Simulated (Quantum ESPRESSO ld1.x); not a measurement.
Valence configurations of Mn (all share [Ar]). Calculated with ld1.x of Quantum ESPRESSO 7.5: scalar-relativistic Kohn-Sham, relativistic LDA (MacDonald-Vosko exchange, VWN5 correlation), spin-unpolarised, spherical densities, point nucleus. Energies are relative to 3d5 4s2; eigenvalues in eV.

| valence | E (eV) | e(3d) | e(4p) | e(4s) |
|---|---|---|---|---|
| 3d5.5 4s1.5 | -0.523 | -5.145 | - | -4.763 |
| 3d6 4s1 | -0.431 | -3.616 | - | -4.322 |
| 3d5 4s2 | 0.000 | -7.032 | - | -5.275 |
| 3d7 | 1.044 | -1.679 | - | - |
| 3d5 4s1.5 4p0.5 | 1.928 | -7.840 | -1.889 | -5.802 |
| 3d6 4p1 | 2.975 | -5.116 | -1.846 | - |
| 3d5 4s1 4p1 | 3.914 | -8.585 | -2.238 | -6.271 |
| 3d4.5 4s1.5 4p1 | 5.483 | -10.787 | -2.474 | -6.787 |
| 3d4 4s2 4p1 | 7.957 | -13.268 | -2.729 | -7.333 |
| 3d3 4s2 4p2 | 21.379 | -20.277 | -3.843 | -9.211 |

NIST lists [Ar] 3d5 4s2 as the ground configuration; this level of theory puts 3d5.5 4s1.5 lower, by 0.523 eV. The energies are those of spherical spin-averaged densities, not of single terms.
